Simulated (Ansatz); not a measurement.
Consider the formal loss of a carbene: `C[CH2][InH2]` → `[CH2]` (triplet) + `[CH3][InH2]`.

Calculated with Ansatz (gas phase, PBE0-D4/def2-TZVP geometries, no zero-point term in ΔE). CCSD(T)/CBS is the MP2 limit (def2-TZVPP, def2-QZVPP) plus CCSD(T) − MP2 in def2-TZVPP, frozen cores. This one scheme is used for every species. Triplets are unrestricted, without spin–orbit coupling. def2 core potentials past Kr. For In outer-core shells are correlated without core-valence functions, which leaves a few kJ/mol of doubt a bond.

`C[CH2][InH2]`:

```xyz
10

C     0.787   -0.971   -0.584
C     0.561    0.426   -0.023
In   -1.432    0.817    0.729
H     1.812   -1.103   -0.946
H     0.120   -1.185   -1.423
H     0.607   -1.745    0.166
H     0.768    1.191   -0.779
H     1.254    0.636    0.798
H    -1.841    2.361    1.398
H    -2.637   -0.428    0.665
```

`[CH2]` (triplet):

Cartesian coordinates in Å:
```
C 0.221 0.092 -0.136
H 0.190 0.438 0.885
H -0.412 -0.531 -0.749
```

`[CH3][InH2]`:

```xyz
7

C     0.159   -0.256   -0.963
In   -0.201    0.293    1.087
H    -0.482    0.301   -1.646
H     1.201   -0.039   -1.214
H     0.000   -1.326   -1.110
H    -1.017    1.768    1.479
H     0.341   -0.740    2.367
```

```json
{"species": "`C[CH2][InH2]`", "MP2/def2-TZVPP energy (Eh)": "-269.66876"}
{"species": "`[CH2]` (triplet)", "MP2/def2-TZVPP energy (Eh)": "-39.05595"}
{"species": "`[CH3][InH2]`", "MP2/def2-TZVPP energy (Eh)": "-230.45211"}
```

Work out ΔE.

ΔE = (-39.05595) + (-230.45211) − (-269.66876) = 0.16070 Eh = +421.9 kJ/mol. CCSD(T)/CBS gives +421.5 kJ/mol.

Largest T1 diagnostic among the species: 0.013.

At CCSD(T), def2-SVP lies −15.5 kJ/mol from the extrapolated value and def2-TZVPP −12.5 kJ/mol. From r2SCAN to r2SCAN0 (25 % exact exchange), in def2-TZVPP and without D4, ΔE moves by −4.4 kJ/mol. The D4 term adds +9.7 kJ/mol with B3LYP and +5.2 kJ/mol with PBE0; it sums over pairs of atoms, weighted by their polarisabilities, and B3LYP, whose exchange is more repulsive, gets the larger term.

B3LYP here is the variant with VWN-RPA as its local correlation; programs differ in this.
